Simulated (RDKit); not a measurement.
Input for RDKit: MMFF94 on CH3Br (SMILES CBr).

```python
from rdkit import Chem
from rdkit.Chem import AllChem, rdDetermineBonds

blocks = [
'''5

C     0.01681935   -1.46079453    2.85770033
Br   -0.86776384    0.27475873    3.11970748
H     0.88117955   -1.48064499    3.51155697
H     0.29923034   -1.51220679    1.81190581
H    -0.70049634   -2.22837417    3.12497076
''',
]
mol = None
for b in blocks:
    f = Chem.MolFromXYZBlock(b)
    rdDetermineBonds.DetermineBonds(f, charge=0)
    mol = f if mol is None else Chem.CombineMols(mol, f)
Chem.SanitizeMol(mol)
print(Chem.MolToSmiles(Chem.RemoveHs(mol)))
ff = AllChem.MMFFGetMoleculeForceField(mol, AllChem.MMFFGetMoleculeProperties(mol), nonBondedThresh=100.0, ignoreInterfragInteractions=False)
e = ff.CalcEnergy()
print(f'MMFF94 energy {e:.6f} kcal/mol')
```

Program output:

```
CBr
MMFF94 energy 0.459721 kcal/mol
```

The run finished.

Cost: roughly 0.03 core-seconds.
